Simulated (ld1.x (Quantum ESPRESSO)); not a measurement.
Before and after: RRKJ potential for Rh

- Element: rhodium
- Generator: ld1.x (Quantum ESPRESSO) 7.5
- Type: norm-conserving RRKJ (Kleinman–Bylander form)
- Functional: PBEsol
- Relativity: scalar-relativistic
- Frozen core: [Kr]
- Valence charge: 9
- Reference configuration: 4d8 5s0 5p1
- Partial waves: 5p (bound): rc 3.40 bohr; 4d (bound): rc 1.60 bohr; 4f channel at -0.15 Ry: rc 3.40 bohr; 5s (bound, empty): rc 1.90 bohr
- Local potential: the s channel
- Core correction: a·sin(br)/r model core inside 1.55 bohr

Change: wave 5s (bound): rc 1.90 bohr becomes 5s (bound): rc 2.02 bohr.

Cutoffs: the cutoffs (Ry, on a coarse ladder) from which the occupation-weighted sum of valence levels, in a spherical-Bessel basis at the reference potential, stays within 10 and 1 mRy of its value at 400 Ry; they do not see the model core or the augmentation charge, which bear on the density cutoff. Errors are all-electron minus pseudo energies relative to the spin-unpolarised reference configuration.

Problem. Predict the effect on cutoff, ghosts and configuration errors.

Solution. The potential gets neither clearly harder nor softer (50 Ry and 60 Ry → 50 Ry and 60 Ry); of the 7 tests that both files solve, the error grows in 2 and shrinks in 0 by more than 15 % and 0.3 meV (median size 78.8 → 82.9 meV); neither file shows a bound ghost.

```tsv
quantity	base	changed
cutoff, loose	50 Ry	50 Ry
cutoff, tight	60 Ry	60 Ry
bound ghosts	none	none
error for 4d8 5s1 5p0, meV [ΔE -3.66 eV]	-0.7	-1.9
error for 4d8 5s0 5p0, meV [ΔE 3.80 eV]	-5.3	-5.3
error for 4d7 5s0 5p0, meV [ΔE 23.31 eV]	-90	-97
error for 4d8 5s0.5 5p0, meV [ΔE -0.74 eV]	-1.7	-1.7
error for 4d6 5s0 5p0, meV [ΔE 55.80 eV]	-572	-600
error for 4d7 5s1 5p1, meV [ΔE 2.98 eV]	-104	-122
error for 4d9 5s0 5p0, meV [ΔE -4.58 eV]	-79	-83
s: phases at 3.71 bohr within 0.05 rad from the reference energy up to (Ry; the scan ends near 5)	0.8	1.0
p: phases at 3.71 bohr within 0.05 rad from the reference energy up to (Ry; the scan ends near 5)	2.2	2.0
d: phases at 3.71 bohr within 0.05 rad from the reference energy up to (Ry; the scan ends near 5)	0.5	0.4
f: phases at 3.71 bohr within 0.05 rad from the reference energy up to (Ry; the scan ends near 5)	1.0	1.0
```
